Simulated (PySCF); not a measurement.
Planning a shielding job on `C[O+](C)[AlH2-][F]`.

Method: GIAO CAM-B3LYP/pcSseg-2 NMR shielding, non-relativistic, gas phase (PySCF 2.14.0, density-fitted response routines). Geometry: PBE0-D3(BJ)/def2-SVP. Work: shieldings, density fitting. The command runs a driver script over a list of jobs; the input below is this job's line of settings and its coordinates in Å.

Command:
```bash
OMP_NUM_THREADS=1 python probes_run.py task.json out
```

Input:
```
{"job": {"kind": "nmr", "xc": "CAM-B3LYP", "basis": "pcSseg-2", "pop": false}, "charge": 0, "multiplicity": 1}
C      0.003172     1.459068    -0.268536
O     -0.101795     0.065998    -0.006106
C     -1.398774    -0.405079     0.304768
Al     1.454315    -1.158032    -0.032744
F      2.570280     0.057849    -0.422025
H     -0.623262     1.723619    -1.135067
H      1.060297     1.648813    -0.485340
H     -0.317364     2.030965     0.616669
H     -2.083623    -0.218980    -0.538153
H     -1.776375     0.090783     1.213102
H     -1.325899    -1.485827     0.484028
H      1.060389    -2.151048    -1.217588
H      1.481951    -1.669542     1.478380
```

Hardware: an Arm Neoverse V1 with one thread, shared host with 32 logical CPUs at a one-minute load of 33. PySCF's memory limit was set to 1760 MB.

Q: How large is the basis?

A: 299 functions for 50 electrons, with 813 fitting functions; the fitted three-index integrals, 813 × 299 × 300/2 numbers of 8 bytes, come to 280 MiB.

Q: What wall time should be expected on this hardware?

A: About 79 s. The SCF took 13 cycles.

Q: Estimate the peak memory.

A: About 1.4 GiB. Peak memory is the resident size of the whole Python process, interpreter and libraries included.

The SCF part of the output:
```
coarse grid: 10928 points
cycle   1  E = -498.5309297685  dE =  1.630e-01  |g| = 7.704e-01  |ddm| = 2.258e+00
cycle   2  E = -498.4624108132  dE =  6.852e-02  |g| = 1.080e+00  |ddm| = 8.414e-01
cycle   3  E = -498.6307478538  dE = -1.683e-01  |g| = 5.005e-02  |ddm| = 4.793e-01
cycle   4  E = -498.6310480524  dE = -3.002e-04  |g| = 3.325e-02  |ddm| = 3.832e-02
cycle   5  E = -498.6312059653  dE = -1.579e-04  |g| = 1.011e-02  |ddm| = 1.788e-02
cycle   6  E = -498.6312225999  dE = -1.663e-05  |g| = 1.345e-03  |ddm| = 5.055e-03
cycle   7  E = -498.6312230121  dE = -4.122e-07  |g| = 4.553e-04  |ddm| = 1.465e-03
final grid: 100096 points
cycle   8  E = -498.6330541556  dE = -7.133e-05  |g| = 3.768e-03  |ddm| = 2.209e-02
cycle   9  E = -498.6330545439  dE = -3.883e-07  |g| = 3.565e-03  |ddm| = 3.336e-03
cycle  10  E = -498.6330567330  dE = -2.189e-06  |g| = 5.732e-04  |ddm| = 1.570e-03
cycle  11  E = -498.6330567737  dE = -4.072e-08  |g| = 2.485e-04  |ddm| = 3.537e-04
cycle  12  E = -498.6330567856  dE = -1.196e-08  |g| = 2.236e-05  |ddm| = 1.469e-04
cycle  13  E = -498.6330567857  dE = -9.925e-11  |g| = 4.648e-06  |ddm| = 1.889e-05
converged SCF energy = -498.6330567857
```

On the final grid dE counts from the start density on that grid.

Times come from a shared host and carry two figures at best.
